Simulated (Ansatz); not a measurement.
Reaction (ligand exchange at the Si–O bond): `CC(N)O[SiH3]` + `N[SiH](O)S` → `N[SiH](O)S[SiH3]` + `CC(N)O`

Computed with Ansatz on PBE0-D4/def2-TZVP structures; ΔE is electronic, products minus reactants. CCSD(T)/CBS is the MP2 limit (def2-TZVPP, def2-QZVPP) plus CCSD(T) − MP2 in def2-TZVPP, frozen cores. DFT in def2-TZVPP. Each species was taken in one conformer, which may not be the lowest.

(1) Is it downhill or uphill in electronic energy at CCSD(T)/CBS, and by how much? (An estimate is asked.)

(2) What do these levels give: r2SCAN0-D4, ωB97X-V, CCSD(T)/def2-SVP, HF/def2-QZVPP, MP2/def2-QZVPP, MP2/CBS(def2)? (An estimate is asked.)

Largest T1 diagnostic among the species: 0.011.

Answers

(1) The calculation gave: Uphill: ΔE = +22.8 kJ/mol.

(2) The calculation gave: r2SCAN0-D4 21.4, ωB97X-V 24.7, CCSD(T)/def2-SVP 22.7, HF/def2-QZVPP 41.0, MP2/def2-QZVPP 22.1, MP2/CBS(def2) 20.1 kJ/mol.

From BLYP to BHLYP (50 % exact exchange), in def2-TZVPP and without D4, ΔE moves by +3.4 kJ/mol. Leaving LDA and LC-ωPBE aside and taking each functional with its dispersion term where it has one, the values, not all of them listed here, spread over 19.3 kJ/mol, from revPBE-D4 to CAM-B3LYP-D4. In def2-TZVPP, CCSD(T) changes the Hartree–Fock value by −13.1 kJ/mol (the triples alone add −2.5 kJ/mol) and MP2 by −15.9 kJ/mol.
